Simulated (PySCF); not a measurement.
Radial density of Ti (titanium, neutral)

UHF, [Ar] 3d2 4s2, high-spin 3F determinant. Computed with PySCF 2.14 in cc-pVTZ-DK (7s6p4d2f1g, 68 functions), with the spin-free X2C one-electron Hamiltonian (Gaussian nucleus).

```json
{"r (bohr)": "0.00124", "4πr²ρ (e/bohr)": "0.1784", "4πr²(ρα − ρβ)": "0.0000"}
{"r (bohr)": "0.00209", "4πr²ρ (e/bohr)": "0.4563", "4πr²(ρα − ρβ)": "0.0000"}
{"r (bohr)": "0.00351", "4πr²ρ (e/bohr)": "1.142", "4πr²(ρα − ρβ)": "0.0000"}
{"r (bohr)": "0.00591", "4πr²ρ (e/bohr)": "2.757", "4πr²(ρα − ρβ)": "0.0001"}
{"r (bohr)": "0.00994", "4πr²ρ (e/bohr)": "6.255", "4πr²(ρα − ρβ)": "0.0002"}
{"r (bohr)": "0.0167", "4πr²ρ (e/bohr)": "12.70", "4πr²(ρα − ρβ)": "0.0004"}
{"r (bohr)": "0.0281", "4πr²ρ (e/bohr)": "21.31", "4πr²(ρα − ρβ)": "0.0005"}
{"r (bohr)": "0.0473", "4πr²ρ (e/bohr)": "26.18", "4πr²(ρα − ρβ)": "0.0002"}
{"r (bohr)": "0.0795", "4πr²ρ (e/bohr)": "21.79", "4πr²(ρα − ρβ)": "-0.0008"}
{"r (bohr)": "0.134", "4πr²ρ (e/bohr)": "20.75", "4πr²(ρα − ρβ)": "0.0045"}
{"r (bohr)": "0.225", "4πr²ρ (e/bohr)": "28.12", "4πr²(ρα − ρβ)": "0.0588"}
{"r (bohr)": "0.379", "4πr²ρ (e/bohr)": "15.75", "4πr²(ρα − ρβ)": "0.3237"}
{"r (bohr)": "0.637", "4πr²ρ (e/bohr)": "8.297", "4πr²(ρα − ρβ)": "0.9511"}
{"r (bohr)": "1.07", "4πr²ρ (e/bohr)": "9.178", "4πr²(ρα − ρβ)": "1.2849"}
{"r (bohr)": "1.80", "4πr²ρ (e/bohr)": "2.406", "4πr²(ρα − ρβ)": "0.7412"}
{"r (bohr)": "3.03", "4πr²ρ (e/bohr)": "0.8027", "4πr²(ρα − ρβ)": "0.1633"}
{"r (bohr)": "5.10", "4πr²ρ (e/bohr)": "0.2716", "4πr²(ρα − ρβ)": "-0.0137"}
{"r (bohr)": "8.57", "4πr²ρ (e/bohr)": "0.01410", "4πr²(ρα − ρβ)": "-0.0031"}
{"r (bohr)": "14.4", "4πr²ρ (e/bohr)": "2.160e-05", "4πr²(ρα − ρβ)": "0.0000"}
```

Densities and radii are taken from the X2C orbitals without a picture-change correction, which distorts them close to the nucleus.

Question: Where is the radial spin density 4πr²(ρα − ρβ) most negative, and why is it negative at all?

Answer: Around r = 5.10 bohr, down to -0.0137 e/bohr: exchange with the open shell polarises the paired shells in an unrestricted calculation.
